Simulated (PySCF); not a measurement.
Molfile (atoms numbered from 1):
```
C5H2N2
     RDKit          3D

  9  8  0  0  0  0  0  0  0  0999 V2000
    1.9296   -0.0368   -0.0903 C   0  0  0  0  0  0  0  0  0  0  0  0
    0.6459   -0.0121   -0.0322 C   0  0  0  0  0  0  0  0  0  0  0  0
   -0.6704    0.0138    0.0272 C   0  0  0  0  0  0  0  0  0  0  0  0
   -1.4544   -1.1370   -0.2490 C   0  0  0  0  0  0  0  0  0  0  0  0
   -2.0913   -2.0612   -0.4708 N   0  0  0  0  0  0  0  0  0  0  0  0
   -1.3809    1.1933    0.3723 C   0  0  0  0  0  0  0  0  0  0  0  0
   -1.9597    2.1404    0.6497 N   0  0  0  0  0  0  0  0  0  0  0  0
    2.4616    0.1879   -1.0015 H   0  0  0  0  0  0  0  0  0  0  0  0
    2.5331   -0.2822    0.7695 H   0  0  0  0  0  0  0  0  0  0  0  0
  1  2  2  0
  2  3  2  0
  3  4  1  0
  4  5  3  0
  3  6  1  0
  6  7  3  0
  1  8  1  0
  1  9  1  0
M  END
```

[PySCF: geometry: GFN2-xTB; GIAO PBE0/pcSseg-1 shieldings; one computed conformer; rapidly exchanging positions averaged; non-relativistic Hamiltonian; isolated molecule]

δ = σ(ref) − σ, references computed at the same level: ¹³C (σ = 186.93 ppm), ¹H (σ = 31.72 ppm) against TMS; ¹⁵N (σ = 267.73 ppm) vs NH3.

```json
{"atoms": "C4/C6", "nucleus": "¹³C", "count": "2", "Hirshfeld charge": "0.08", "δ (ppm)": "?"}
{"atoms": "N5/N7", "nucleus": "¹⁵N", "count": "2", "Hirshfeld charge": "-0.19", "δ (ppm)": "330.8"}
{"atoms": "H8/H9", "nucleus": "¹H", "count": "2", "Hirshfeld charge": "0.09", "δ (ppm)": "?"}
{"atoms": "C1", "nucleus": "¹³C", "count": "1", "Hirshfeld charge": "-0.06", "δ (ppm)": "89.3"}
{"atoms": "C2", "nucleus": "¹³C", "count": "1", "Hirshfeld charge": "0.07", "δ (ppm)": "240.9"}
{"atoms": "C3", "nucleus": "¹³C", "count": "1", "Hirshfeld charge": "0.02", "δ (ppm)": "66.6"}
```

Q: Complete the table.

A: 
- C4/C6: 113.2 ppm, nitrile carbon; typical of a nitrile
- H8/H9: 6.00 ppm, hydrogen on a terminal carbon of a cumulated C=C=C unit; a vinylic proton, deshielded by the sp2 carbon and the C=C anisotropy

Shifts are as computed. Against solution values, carbons near 30 ppm lie about +3 ppm off and those near 130 ppm about +5 ppm. Of 1211 compounds with measured shifts, 218 miss one by over three times the rms of a fit or turn the order of signals round; such compounds aren't used in these exercises. Experimental scales use liquid or dissolved standards, which lie at an offset from isolated NH3 (liquid NH3: subtract about 20 ppm). Unscaled 15N shifts of sp2 nitrogen come out 20 to 40 ppm too high even then.
